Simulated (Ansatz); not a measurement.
Consider the homolysis of the Si–Si bond: `F[SiH]([SiH3])Cl` → `F[SiH]Cl`• + `[SiH3]`•.

Calculated with Ansatz (gas phase, PBE0-D4/def2-TZVP geometries, no zero-point term in ΔE). CBS: MP2 limit from def2 TZ/QZ plus the TZ coupled-cluster correction, frozen cores. This one scheme is used for every species. Functionals use def2-TZVPP. B3LYP here is the variant with VWN-RPA as its local correlation; programs differ in this. No spin–orbit coupling; open shells (•) take unrestricted orbitals.

(1) What is ΔE at CCSD(T)/CBS? (Estimate.)

(2) What do these levels give: BLYP-D4, PBE0-D4, B3LYP-D4, r2SCAN, B3LYP, r2SCANh, BHLYP, CAM-B3LYP, LC-ωPBE, SCS-MP2/def2-TZVPP, SCS-MP2/def2-QZVPP, MP2/CBS(def2)? (Best estimate.)

Largest T1 diagnostic among the species: 0.015.

Results:

(1) Computed: +339.1 kJ/mol.

(2) Computed: BLYP-D4 308.6, PBE0-D4 322.3, B3LYP-D4 318.0, r2SCAN 306.4, B3LYP 305.4, r2SCANh 306.9, BHLYP 312.0, CAM-B3LYP 314.6, LC-ωPBE 316.9, SCS-MP2/def2-TZVPP 329.4, SCS-MP2/def2-QZVPP 337.2, MP2/CBS(def2) 338.4 kJ/mol.

In def2-TZVPP, CCSD(T) changes the Hartree–Fock value by +83.1 kJ/mol (the triples alone add +5.4 kJ/mol) and MP2 by +82.5 kJ/mol; breaking electron pairs costs correlation energy, which Hartree–Fock lacks. From PBE to PBE0 (25 % exact exchange), in def2-TZVPP and without D4, ΔE moves by +5.5 kJ/mol. At CCSD(T), def2-SVP lies −26.4 kJ/mol from the extrapolated value and def2-TZVPP −12.4 kJ/mol: correlation converges slowly with the basis, and small sets miss more of it in the bonded molecule than in its fragments.
